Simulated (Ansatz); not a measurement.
Saddle point of Si₂H₈SeO, closed shell (Si₂H₆O ([SiH3][O][SiH3]) + H₂Se → Si₂H₆SeO ([SiH3][O][SiH2][SeH]) + H₂; bonds formed: Si1–Se8, H2–H7; bonds broken: Si1–H2, H7–Se8), PBE0-D4/def2-TZVP structure:

Si1  (0.377, 0.671, 0.483)
H2  (1.114, -0.455, -0.607)
O3  (-1.001, 0.256, -0.327)
Si4  (-2.056, -0.970, -0.601)
H5  (0.446, 2.101, 0.154)
H6  (0.213, 0.046, 1.808)
H7  (1.827, -0.171, -0.117)
Se8  (2.904, 0.821, 1.183)
H9  (-2.407, -1.644, 0.677)
H10  (-1.439, -1.965, -1.517)
H11  (-3.276, -0.405, -1.224)
H12  (3.297, 1.714, 0.086)
(Å)

Energies are electronic, without zero-point energy. Barriers and step energies count from the start structure reached by relaxing down the imaginary mode; all methods use the PBE0-D4 structures, on which another method's saddle can fall below an end. Computed with Ansatz 0.2.0 (basis: def2-TZVPP, with def2-QZVPP for the basis limit); correlated methods freeze the cores. Filled d shells of the heavier atoms are correlated. The def2 sets are not built for correlating such inner shells, so the correlated values are less sure here. B3LYP uses VWN-RPA correlation. Extrapolation: Hartree–Fock as exp(−7.88 √X), correlation as X^−2.97.

```
      method  barrier (kcal/mol)  step energy (kcal/mol)
       SPW92               27.07                  -10.03
      PBE-D4               32.66                  -12.12
     BLYP-D4                   ?                  -11.15
   r2SCAN-D4               36.06                  -11.93
      B97M-V               41.28                   -9.59
     PBE0-D4               36.85                  -11.49
    B3LYP-D4               41.28                  -10.55
  r2SCAN0-D4                   ?                  -11.45
    BHLYP-D4               46.32                   -9.83
CAM-B3LYP-D4               44.20                   -9.09
     wB97X-V               43.90                  -10.10
     wB97M-V                   ?                  -10.43
      B2PLYP               43.21                   -9.94
    PBE-QIDH               40.70                  -11.14
  RPA on PBE               45.71                   -8.78
          HF               59.37                   -6.79
         MP2               42.15                  -12.16
        CCSD               47.26                   -8.97
     CCSD(T)               44.43                   -9.96
```

Question: Fill in the withheld barriers. (Judge from chemistry; the value comes from the calculation.)

Answer: By the calculation: r2SCAN0-D4 38.82; BLYP-D4 38.25; wB97M-V 42.42 kcal/mol. Each is the energy of the saddle less that of the start structure, by the same method.

For comparison, the barrier by CCSD(T) at an estimated basis limit (MP2 extrapolated from triple and quadruple zeta, plus CCSD(T) − MP2 in triple zeta) is 42.29 kcal/mol.

No T1 diagnostic of these runs exceeds 0.012.

Labels in which every atom is bracketed show which atoms are joined, not bond orders.

For scale, one of the runs: CCSD(T)/def2-TZVPP, 275 basis functions, launched by `ansatz run in.yaml --threads 8 --pin off --events-out ev --progress --plain --max-ram 19148MiB`. The run took 2.7 min on 8 CPU threads of an Arm Neoverse V2 (shared host), with 7.1 GiB of host memory at its peak.
